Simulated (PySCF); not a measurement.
B3LYP has the VWN-RPA correlation part, as in Gaussian. 

Z-matrix (Å, degrees):
```
Ti
H 1 1.6877
H 1 1.6877 2 110.55
H 1 1.6877 2 110.55 3 122.74
Cl 1 2.1566 2 108.37 4 118.63
```
Charge 0, spin multiplicity 1.

Q: What LUMO, HOMO, dipole moment, charge on the central atom (Mulliken) and HOMO–LUMO gap does B3LYP-D3(BJ)/def2-TZVP // r2SCAN-D4/def2-SVP run with PySCF give?

A: 
```yaml
LUMO: -3.40 eV
HOMO: -8.84 eV
dipole_moment: 0.63 D
charge on the central atom (Mulliken): 0.74 e
HOMO–LUMO gap: 5.44 eV
```
